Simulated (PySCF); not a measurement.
Molecule: SMILES Cl[Si](Cl)(Cl)c1ccccc1C=C (C₈H₇Cl₃Si). Atoms near the plane z = 1.2 Å, at the GFN2-xTB optimised geometry (x, y, z in Å): C2 (-1.7, -1.7, 0.0), C3 (-1.0, -0.5, 0.0), C4 (-1.7, 0.7, 0.0), C5 (-1.0, 1.9, 0.0), C6 (0.4, 1.9, 0.0), C7 (1.1, 0.7, 0.0), C8 (0.4, -0.5, 0.0), Si9 (1.4, -2.1, -0.1), Cl10 (1.3, -3.2, 1.7), H15 (-1.3, -2.6, 0.6), H16 (-2.7, 0.7, 0.0), H17 (-1.5, 2.9, 0.0), H18 (0.9, 2.9, 0.0), H19 (2.2, 0.8, 0.0).

Computed with CAM-B3LYP/def2-SVP run with PySCF. The values are rescaled to run from 0 to 1.

```
|444444444444444444444444444|
|444444444444444444444444444|
|444444444444444444444444444|
|444444444444444444444444444|
|444444444444444444444444444|
|444444444444444444444444444|
|444444444333344444444444444|
|444444443221234455554444444|
|444444432100134555555444444|
|444444432100134566555544444|
|444444331001246776655544444|
|444444321002357887655544444|
|444444331113568997655544444|
|444444433234689987655544444|
|444444443345689987655444444|
|444444444445689876554444444|
|444444444455677766554444444|
|444444444445555555544444444|
|444444444444554444444444444|
|444444444444443223444444444|
|444444444444443334554444444|
|444444444444444566655444444|
|444444444444455677655544444|
|444444444444455566555544444|
|444444444444455555555444444|
|444444444444445555554444444|
|444444444444444555444444444|
```
Scale: ten equal steps from 0.000 (start of '0') to 1.00 (end of '9'), in the order '0123456789'; x runs from -5.50 to 5.50, y from -5.50 (bottom) to 5.50 (top).

Problem. Which quantity is mapped?
A. log10 of the electron density
B. an orbital amplitude
C. deformation density (molecule minus spherical neutral atoms)
D. Laplacian of the electron density

Solution. B, an orbital amplitude. In full: HOMO−1 amplitude (bohr^(-3/2)).
